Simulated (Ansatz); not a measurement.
Isomers of Ag2Cl2⁺ (doublet), relaxed with r2SCAN-D4/def2-SVP; total energies from Ansatz at ωB97M-V/def2-TZVP.

```csv
isomer,description,energy (Eh)
A,point group D2h; 4 × Ag–Cl 2.44 Å,-1214.01729
B,point group Cs; 3 × Ag–Cl 2.31 to 2.42 Å,-1214.00895
```

In the def2 sets Ag takes a core potential; there is no spin–orbit coupling.

The isomers come from a short search, and lower ones may exist.

Problem. Work out the relative energies (1 Eh = 2625.5 kJ/mol) and the Boltzmann populations at 298 K from electronic energies alone (R = 8.314 J/mol/K).

Solution. ΔE: A 0.0, B 21.9 kJ/mol. RT = 2.48 kJ/mol. Factors exp(−ΔE/RT): A 1, B 0.000146; sum 1.000. Populations: A 100.0 %, B 0.0 %. Zero-point energy, vibrational entropy and symmetry numbers are left out and can shift these; an error of 4 kJ/mol changes a ratio by a factor of 5.0. Over the other density-functional and correlated levels in def2 sets, the gap between A and B ranges from 29 to 44 kJ/mol.
